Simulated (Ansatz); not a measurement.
`[OH][Al]([F])[Br]` + NH₃ → `[NH2][Al]([F])[Br]` + H₂O at 400 K and 1 bar (ligand exchange at the Al–O bond).

Gas-phase electronic energies from Ansatz, PBE0-D4/def2-TZVP geometries. CBS: MP2 limit from def2 TZ/QZ plus the TZ coupled-cluster correction, frozen cores. This one scheme is used for every species. For Br outer-core shells are correlated without core-valence functions, which leaves a few kJ/mol of doubt a bond. Scalar relativity is left out up to krypton. One conformer a species, not always the lowest.

```tsv
species	CCSD(T)/CBS energy (Eh)	H − E (kJ/mol)	S (J/(mol·K))
`[OH][Al]([F])[Br]`	-2991.11301	71.3	346.9
NH₃	-56.50880	104.2	203.1
`[NH2][Al]([F])[Br]`	-2971.22802	104.6	354.5
H₂O	-76.37941	69.8	198.6
```

H − E and S are ideal-gas, rigid-rotor, harmonic terms from PBE0-D4/def2-TZVP, for one conformer and one mirror image of each species. 1 Eh = 2625.50 kJ/mol, R = 8.31446 J/(mol·K).

Question: By hand: ΔE, ΔH, ΔS and ΔG.

Answer: ΔE = (-2971.22802) + (-76.37941) − (-2991.11301) − (-56.50880) = 0.01438 Eh = 37.8 kJ/mol. Δ(H − E) = 104.6 + 69.8 − 71.3 − 104.2 = -1.1, so ΔH = 36.7 kJ/mol. ΔS = 354.5 + 198.6 − 346.9 − 203.1 = 3.1 J/(mol·K). ΔG = 36.7 − 400 × (3.1)/1000 = 35.5 kJ/mol.

Question: By hand: the equilibrium constant, and the temperature at which ΔG would vanish if ΔH and ΔS stayed fixed.

Answer: log₁₀ K = −ΔG/(RT ln 10) = -4.6. ΔG = 0 at ΔH/ΔS = 11839 K, far beyond where these terms or the molecules hold.

The number of gas molecules stays the same, so ΔS is small and ΔH decides. A doubt of 5 kJ/mol in ΔE shifts log₁₀ K by 0.7 here. Other conformers and mirror images would add mixing entropy, several J/(mol·K) or more a flexible species. These are equilibria of isolated gas molecules and say nothing of rates. Largest T1 diagnostic: 0.010 (customary marks: 0.02 for closed shells, 0.045 for open ones).
